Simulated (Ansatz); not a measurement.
Species: C2H7SSi, SMILES `C[Si](C)S` (C–Si–S–H torsion 55°) (charge 0, multiplicity 2).

Question: Give a relaxed geometry from B3LYP-D3(BJ)/def2-TZVP (Ansatz, an electronic-structure program).

Answer: This is not unique; one that fits is the end point of this relaxation, one of several conformers (outside a Z-matrix the atoms follow the SMILES, hydrogens last).
Z-matrix (Å, degrees):
```
Si
C 1 1.8819
H 2 1.0905 1 111.34
H 2 1.0917 3 108.17 1 -121.29
H 2 1.0940 3 108.36 4 -117.05
C 1 1.8859 2 111.08 3 177.72
H 6 1.0905 1 111.50 2 -177.08
H 6 1.0922 7 108.15 1 121.36
H 6 1.0937 7 108.35 8 117.55
S 1 2.1637 2 105.09 3 57.59
H 10 1.3437 1 95.36 2 174.87
```
